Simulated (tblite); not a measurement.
C4H10F2Si2.
Numbering: `[F:1][CH:2]([F:3])[C@@H:4]1[CH2:5][C@H:6]1[SiH2:7][SiH3:8]` (hydrogens: H9 on C2; H10 on C4; H11, H12 on C5; H13 on C6; H14, H15 on Si7; H16, H17, H18 on Si8)

The geometry is computed with GFN2-xTB (gas phase).

(1) What internal coordinates does the optimisation give?

Answers

(1) 
| bond | length (pm) | order |
| --- | --- | --- |
| F1–C2 | 136.2 | single |
| C2–F3 | 136.0 | single |
| C2–C4 | 149.8 | single |
| C4–C5 | 149.7 | single |
| C5–C6 | 149.9 | single |
| C6–Si7 | 189.3 | single |
| Si7–Si8 | 231.2 | single |
| C4–C6 | 150.4 | single |
| C2–H9 | 110.1 | single |
| C4–H10 | 108.3 | single |
| C5–H11 | 108.1 | single |
| C5–H12 | 107.9 | single |
| C6–H13 | 108.5 | single |
| Si7–H14 | 147.2 | single |
| Si7–H15 | 147.2 | single |
| Si8–H16, Si8–H17, Si8–H18 | 146.5 | single |

Bonds in one row agree within 1 pm and their mean is given. Orders are formal, as drawn. A selection of angles:
| angle | degrees |
| --- | --- |
| F1–C2–F3 | 105.4 |
| F1–C2–C4 | 111.1 |
| F3–C2–C4 | 111.5 |
| C2–C4–C5 | 119.3 |
| C2–C4–C6 | 118.8 |
| C5–C4–C6 | 59.9 |
| C4–C5–C6 | 60.3 |
| C5–C6–Si7 | 121.3 |
| C4–C6–C5 | 59.8 |
| C4–C6–Si7 | 119.5 |
| C6–Si7–Si8 | 110.2 |

Dihedral angles: F1–C2–C4–C5 152° (antiperiplanar); C2–C4–C5–C6 -108° (anticlinal); C4–C5–C6–Si7 -108° (anticlinal); C5–C6–Si7–Si8 159° (antiperiplanar); C2–C4–C6–C5 109° (anticlinal).

Si7 (SiH2 silicon) is distorted tetrahedral (angles from 105.2° to 115.0°). Of the pairs four or more bonds apart, H9···H13 is among the closest relative to their van der Waals radii: 2.51 Å, 105 % of the sum of Bondi's values. The 3-membered ring C4–C5–C6 has internal angles of 59.8° to 60.3°. Si8 (SiH3 silicon) is distorted tetrahedral (angles from 106.7° to 113.1°).

Point group: C1 (no symmetry element, even within 0.4 Å). Its lowest GFN2-xTB frequency is 10 cm⁻¹, too small to tell a flat minimum from a shallow saddle. One conformer, not necessarily the lowest. 3 starts were optimised and ended at 0.00, 0.23 and 1.33 kcal/mol (GFN2-xTB); the lowest of these is shown.
